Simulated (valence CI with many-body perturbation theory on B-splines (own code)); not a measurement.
## Level structure of Bi LXIII

Method: valence CI with perturbative core correlation (CI+MBPT): three valence electrons over a frozen Dirac-Fock core [Ar], a basis of 7 s, 7 p, 8 d, 6 f, 4 g, 1 h functions for each j, with the one-electron correlation potential Σ1 (screened to all orders), the two-electron term Σ2, the three-electron term Σ3, Breit, model QED; selected single and double excitations, second order for the rest, scaled by the run's own slope (own B-spline code, finite nucleus).

The last digits are not significant, and no measured levels were compared; by estimate large intervals hold to a few tenths of a per cent, small ones and those within an open d or f shell to about a per cent. The list stops below the first excitations out of the core. Only levels of the ground parity were solved; by the run's estimate the other parity begins above the list, which can be wrong where configurations are misplaced.

Levels 1 to 13 of 13, with energies above the lowest level, (3d3/2^3) J=3/2. "Leading %" is the weight of the configuration and term that name the level; weights of strongly mixed levels are sums over their largest components and can fall short, so below about 35 % the name and the second component can differ from the true leading terms, or belong to a minority configuration. In the jj column 3d3/2^4 stands for four electrons in 3d with j = 3/2. Lifetimes count E1, E2, E3, M1 and M2 decay at the calculated energies, and are blank where another channel may lead or the interval is too uncertain; long ones can be off by a factor of two.

| No. | Configuration | Term | J | E (cm⁻¹) | Leading % | Leading jj | Lifetime | Second component |
| --- | --- | --- | --- | --- | --- | --- | --- | --- |
| 1 | 3d3 | 2D | 3/2 | 0 | 42 | 3d3/2^3 (99 %) |  | 40 % 3d3 4F |
| 2 | 3d3 | 4F | 5/2 | 947390 | 79 | 3d3/2^2 3d5/2 (100 %) | 53.5 ns | 18 % 3d3 2D |
| 3 | 3d3 | 4P | 3/2 | 1004100 | 38 | 3d3/2^2 3d5/2 (100 %) | 67.8 ns | 34 % 3d3 4F |
| 4 | 3d3 | 2H | 9/2 | 1034600 | 49 | 3d3/2^2 3d5/2 (100 %) |  | 41 % 3d3 2G |
| 5 | 3d3 | 2G | 7/2 | 1041700 | 50 | 3d3/2^2 3d5/2 (99 %) | 80.5 μs | 27 % 3d3 4F |
| 6 | 3d3 | 4P | 1/2 | 1054800 | 56 | 3d3/2^2 3d5/2 (100 %) | 184 ns | 44 % 3d3 2P |
| 7 | 3d3 | 2D | 5/2 | 1283600 | 50 | 3d3/2^2 3d5/2 (98 %) | 752 ns | 26 % 3d3 4P |
| 8 | 3d3 | 4F | 7/2 | 1972600 | 70 | 3d3/2 3d5/2^2 (100 %) | 31.5 ns | 28 % 3d3 2G |
| 9 | 3d3 | 4F | 9/2 | 2016600 | 48 | 3d3/2 3d5/2^2 (99 %) | 52.9 ns | 40 % 3d3 2H |
| 10 | 3d3 | 4P | 3/2 | 2068500 | 40 | 3d3/2 3d5/2^2 (100 %) | 28.0 ns | 37 % 3d3 2D |
| 11 | 3d3 | 2P | 1/2 | 2096100 | 56 | 3d3/2 3d5/2^2 (100 %) | 42.1 ns | 44 % 3d3 4P |
| 12 | 3d3 | 2H | 11/2 | 2101500 | 100 | 3d3/2 3d5/2^2 (100 %) | 140 ns |  |
| 13 | 3d3 | 4P | 5/2 | 2104500 | 43 | 3d3/2 3d5/2^2 (98 %) | 50.4 ns | 37 % 3d3 2D |

The ionisation energy to 3d2 3F_2 of the next ion comes out as 6805.6 eV (NIST: 6804 ± 15 eV (theoretical)). All 13 levels together are meant to be complete up to 2184700 cm⁻¹.
